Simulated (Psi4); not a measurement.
H4B (SMILES [BH4-]), charge -1, singlet, geometry from GFN2-xTB (a gas-phase anion, which may not be bound at this level); HF/cc-pVDZ run with Psi4.

The Psi4 input:
```
memory 2 GB

molecule {
-1 1
B     0.00000000    0.00000000    0.00000000
H    -0.78935573   -0.82329958   -0.45703408
H     0.16226976   -0.21027872    1.19968171
H    -0.45033333    1.13195784   -0.16017538
H     1.07741931   -0.09837954   -0.58247225
}

set {
  basis cc-pvdz
  d_convergence 1e-10
}

energy('scf')
print_variables()
```

Problem. Write the output that Psi4 gives for this input, abridged.

Solution. 
```
   => Loading Basis Set <=

    Name: CC-PVDZ
    Role: ORBITAL
    Keyword: BASIS

         ---------------------------------------------------------
                                   SCF
               by Justin Turney, Rob Parrish, Andy Simmonett
                          and Daniel G. A. Smith
                              RHF Reference
         ---------------------------------------------------------

  ==> Geometry <==

    Molecular point group: c1
    Full point group: Td

    Geometry (in Angstrom), charge = -1, multiplicity = 1:

       Center              X                  Y                   Z               Mass
    ------------   -----------------  -----------------  -----------------  -----------------
         B           -0.000000000670     0.000000000000     0.000000000000    11.009305360000
         H           -0.789355730670    -0.823299580000    -0.457034080000     1.007825032230
         H            0.162269759330    -0.210278720000     1.199681710000     1.007825032230
         H           -0.450333330670     1.131957840000    -0.160175380000     1.007825032230
         H            1.077419309330    -0.098379540000    -0.582472250000     1.007825032230

  Running in c1 symmetry.

  Rotational constants: A =      4.15458  B =      4.15458  C =      4.15458 [cm^-1]
  Rotational constants: A = 124551.30230  B = 124551.30204  C = 124551.30169 [MHz]
  Nuclear repulsion =   10.195758801117956

  Charge       = -1
  Multiplicity = 1
  Electrons    = 10
  Nalpha       = 5
  Nbeta        = 5

  ==> Algorithm <==

  SCF Algorithm Type is DF.
  DIIS enabled.
  MOM disabled.
  Fractional occupation disabled.
  Guess Type is SAD.
  Energy threshold   = 1.00e-06
  Density threshold  = 1.00e-10
  Integral threshold = 1.00e-12

  ==> Primary Basis <==

  Basis Set: CC-PVDZ
    Blend: CC-PVDZ
    Number of shells: 18
    Number of basis functions: 34
    Number of Cartesian functions: 35
    Spherical Harmonics?: true
    Max angular momentum: 2

   => Loading Basis Set <=

    Name: (CC-PVDZ AUX)
    Role: JKFIT
    Keyword: DF_BASIS_SCF

  ==> Integral Setup <==

  SCF_SUBTYPE=INCORE selected. In-core MEM_DF algorithm will be used.
  Using in-core AOs.

  ==> MemDFJK: Density-Fitted J/K Matrices <==

    J tasked:                   Yes
    K tasked:                   Yes
    wK tasked:                   No
    Algorithm:                 Core
    Schwarz Cutoff:           1E-12
    Mask sparsity (%):       0.0000
    Fitting Condition:        1E-10

   => Auxiliary Basis Set <=

  Basis Set: (CC-PVDZ AUX)
    Blend: CC-PVDZ-JKFIT
    Number of shells: 60
    Number of basis functions: 162
    Number of Cartesian functions: 181
    Spherical Harmonics?: true
    Max angular momentum: 3

  Minimum eigenvalue in the overlap matrix is 9.3392003232E-03.
  Reciprocal condition number of the overlap matrix is 2.0307554399E-03.
    Using symmetric orthogonalization.

  ==> Pre-Iterations <==

  SCF Guess: Superposition of Atomic Densities via on-the-fly atomic UHF (no occupation information).

   -------------------------
    Irrep   Nso     Nmo
   -------------------------
     A         34      34
   -------------------------
    Total      34      34
   -------------------------

  ==> Iterations <==

                           Total Energy        Delta E     RMS |[F,P]|

   @DF-RHF iter SAD:   -26.30342991932904   -2.63034e+01   0.00000e+00
   @DF-RHF iter   1:   -26.89940537067503   -5.95975e-01   8.67643e-03 DIIS/ADIIS
   @DF-RHF iter   2:   -26.96512508530537   -6.57197e-02   2.69271e-03 DIIS/ADIIS
   @DF-RHF iter   3:   -26.97119402559158   -6.06894e-03   4.17155e-04 DIIS/ADIIS
   @DF-RHF iter   4:   -26.97156017511790   -3.66150e-04   4.36547e-05 DIIS
   @DF-RHF iter   5:   -26.97156504463587   -4.86952e-06   3.90715e-06 DIIS
   @DF-RHF iter   6:   -26.97156507355252   -2.89166e-08   2.72833e-07 DIIS
   @DF-RHF iter   7:   -26.97156507364528   -9.27614e-11   2.65701e-08 DIIS
   @DF-RHF iter   8:   -26.97156507364610   -8.24230e-13   1.70735e-09 DIIS
   @DF-RHF iter   9:   -26.97156507364610    0.00000e+00   1.00944e-10 DIIS
   @DF-RHF iter  10:   -26.97156507364612   -1.77636e-14   7.05389e-12 DIIS
  Energy and wave function converged.

  ==> Post-Iterations <==

    Orbital Energies [Eh]
    ---------------------

    Doubly Occupied:

       1A     -7.285983     2A     -0.442907     3A     -0.179922
       4A     -0.179922     5A     -0.179922

    Virtual:

       6A      0.465994     7A      0.478096     8A      0.478096
       9A      0.478096    10A      0.674764    11A      0.674764
      12A      0.674764    13A      1.030361    14A      1.039018
      15A      1.039018    16A      1.039018    17A      1.121186
      18A      1.121186    19A      1.212991    20A      1.771716
      21A      1.771716    22A      1.771716    23A      1.881228
      24A      1.881228    25A      1.881228    26A      2.278053
      27A      2.278053    28A      2.278053    29A      2.650685
      30A      2.650685    31A      2.759457    32A      2.759457
      33A      2.759457    34A      2.853588

    Final Occupation by Irrep:
              A
    DOCC [     5 ]
    NA   [     5 ]
    NB   [     5 ]

  @DF-RHF Final Energy:   -26.97156507364612

   => Energetics <=

    Nuclear Repulsion Energy =             10.1957588011179556
    One-Electron Energy =                 -57.7973351696685711
    Two-Electron Energy =                  20.6300112949044987
    Total Energy =                        -26.9715650736461185

Computation Completed

Properties will be evaluated at   0.000000,   0.000000,   0.000000 [a0]

Properties computed using the SCF density matrix

 Multipole Moments:

 ------------------------------------------------------------------------------------
     Multipole            Electronic (a.u.)      Nuclear  (a.u.)        Total (a.u.)
 ------------------------------------------------------------------------------------

 L = 1.  Multiply by 2.5417464519 to convert [e a0] to [Debye]
 Dipole X            :         -0.0000000            0.0000000           -0.0000000
 Dipole Y            :          0.0000000            0.0000000            0.0000000
 Dipole Z            :          0.0000000            0.0000000            0.0000000
 Magnitude           :                                                    0.0000000

 ------------------------------------------------------------------------------------

  Variable Map:
  ----------------------------------------------------------------------------
  "CURRENT ENERGY"           =>     -26.971565073646
  "CURRENT REFERENCE ENERGY" =>     -26.971565073646
  "DD SOLVATION ENERGY"      =>       0.000000000000
  "HF KINETIC ENERGY"        =>      26.998452741868
  "HF POTENTIAL ENERGY"      =>     -53.970017815514
  "HF TOTAL ENERGY"          =>     -26.971565073646
  "HF VIRIAL RATIO"          =>       1.999004103366
  "NUCLEAR REPULSION ENERGY" =>      10.195758801118
  "ONE-ELECTRON ENERGY"      =>     -57.797335169669
  "PCM POLARIZATION ENERGY"  =>       0.000000000000
  "PE ENERGY"                =>       0.000000000000
  "SCF ITERATION ENERGY"     =>     -26.971565073646
  "SCF ITERATIONS"           =>      10.000000000000
  "SCF TOTAL ENERGY"         =>     -26.971565073646
  "TWO-ELECTRON ENERGY"      =>      20.630011294904

  Array Variable Map:
  ----------------------------------------------------------------------------
  "CURRENT DIPOLE"           =>      -0.000000006346 ... 0.000000000050 1 by 3
  "SCF DIPOLE"               =>      -0.000000006346 ... 0.000000000050 1 by 3
  "SCF TOTAL ENERGIES"       =>     -26.303429919329 ... -26.971565073646 1 by 11
```
